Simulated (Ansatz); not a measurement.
Wavefunction ladder for `CC(C)(C)OC(C)(C)C`

| atom | x (Å) | y (Å) | z (Å) |
| --- | --- | --- | --- |
| C1 | 1.698 | 0.557 | -1.870 |
| C2 | 0.651 | 0.780 | -0.786 |
| C3 | -0.454 | 1.676 | -1.346 |
| C4 | 1.315 | 1.445 | 0.413 |
| O5 | 0.173 | -0.543 | -0.541 |
| C6 | -0.586 | -0.982 | 0.585 |
| C7 | -1.133 | -2.323 | 0.112 |
| C8 | 0.307 | -1.217 | 1.802 |
| C9 | -1.754 | -0.074 | 0.953 |
| H10 | 2.496 | -0.085 | -1.495 |
| H11 | 2.131 | 1.507 | -2.193 |
| H12 | 1.243 | 0.068 | -2.733 |
| H13 | -1.180 | 1.966 | -0.588 |
| H14 | -0.019 | 2.590 | -1.756 |
| H15 | -0.979 | 1.156 | -2.150 |
| H16 | 2.116 | 0.821 | 0.814 |
| H17 | 0.607 | 1.665 | 1.213 |
| H18 | 1.753 | 2.395 | 0.097 |
| H19 | -0.311 | -2.983 | -0.169 |
| H20 | -1.771 | -2.181 | -0.762 |
| H21 | -1.716 | -2.805 | 0.900 |
| H22 | 1.185 | -1.798 | 1.510 |
| H23 | 0.642 | -0.287 | 2.260 |
| H24 | -0.240 | -1.782 | 2.562 |
| H25 | -2.407 | 0.091 | 0.094 |
| H26 | -1.426 | 0.893 | 1.335 |
| H27 | -2.343 | -0.552 | 1.739 |

The species carries charge 0 and has multiplicity 1. The structure was optimised at the PBE0-D4/def2-TZVP level. Frozen core, restricted reference, Ansatz 0.2.0. CBS rows extrapolate triple and quadruple zeta; past MP2 they add the triple-zeta difference.

| basis | HF (Eh) | MP2 corr. |
| --- | --- | --- |
| def2-SVP | -387.99730 | -1.35058 |
| def2-TZVPP | -388.42620 | -1.65779 |
| def2-QZVPP | -388.44433 | -1.76410 |

**Question.** Estimate the CCSD correlation energy and the (T) correction in each basis where they were run (hartree).

**Answer.** 
```tsv
basis	CCSD corr.	(T)
def2-SVP	-1.46080	-0.04450
def2-TZVPP	-1.74444	-0.07021
CBS(def2)	-1.92951	as TZ
```
